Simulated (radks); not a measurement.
The tin ion Sn9+, configuration [Kr] 4d5 (the NIST ground configuration). Calculated with a radial shooting solver on a logarithmic mesh with Libxc functionals: Dirac Kohn-Sham, BLYP, spin-unpolarised, spherical densities, point nucleus; open shells are shared between the two j in proportion to 2j + 1.

Normalised radial functions P(r) = r R(r) (large component), r in bohr:

| r | 3d3/2 | 3d5/2 | 4p3/2 |
|---|---|---|---|
| 0.002603 | 0.0001 | 0.0001 | 0.0046 |
| 0.003444 | 0.0002 | 0.0002 | 0.0078 |
| 0.004521 | 0.0005 | 0.0003 | 0.0129 |
| 0.005934 | 0.0010 | 0.0007 | 0.0213 |
| 0.007788 | 0.0020 | 0.0016 | 0.0347 |
| 0.01022 | 0.0042 | 0.0034 | 0.0556 |
| 0.01342 | 0.0086 | 0.0073 | 0.0876 |
| 0.01761 | 0.0175 | 0.0154 | 0.1343 |
| 0.02312 | 0.0352 | 0.0318 | 0.1989 |
| 0.03059 | 0.0706 | 0.0652 | 0.2837 |
| 0.04015 | 0.1350 | 0.1266 | 0.3748 |
| 0.0527 | 0.2480 | 0.2356 | 0.4505 |
| 0.06917 | 0.4331 | 0.4158 | 0.4679 |
| 0.0908 | 0.7085 | 0.6865 | 0.3709 |
| 0.1192 | 1.0677 | 1.0430 | 0.1194 |
| 0.1564 | 1.4539 | 1.4306 | -0.2564 |
| 0.2053 | 1.7488 | 1.7330 | -0.6086 |
| 0.2717 | 1.8062 | 1.8028 | -0.6939 |
| 0.3566 | 1.5469 | 1.5555 | -0.3282 |
| 0.4681 | 1.0598 | 1.0745 | 0.3838 |
| 0.6144 | 0.5524 | 0.5655 | 1.0498 |
| 0.8064 | 0.2051 | 0.2124 | 1.2606 |
| 1.059 | 0.0495 | 0.0520 | 0.9604 |
| 1.389 | 0.0069 | 0.0074 | 0.4797 |
| 1.824 | 0.0005 | 0.0005 | 0.1492 |
| 2.413 | 0.0000 | 0.0000 | 0.0245 |
| 3.167 | 0.0000 | 0.0000 | 0.0019 |
| 4.157 | 0.0000 | 0.0000 | 0.0001 |
| 5.457 | 0.0000 | 0.0000 | 0.0000 |

3d3/2: eigenvalue -643.24 eV, 0 radial nodes, <r> = 0.311 bohr, 90 % of the charge inside 0.491 bohr. 3d5/2: eigenvalue -634.48 eV, 0 radial nodes, <r> = 0.315 bohr, 90 % of the charge inside 0.496 bohr. 4p3/2: eigenvalue -238.25 eV, 2 radial nodes at r = 0.131, 0.408 bohr, <r> = 0.846 bohr, 90 % of the charge inside 1.23 bohr.
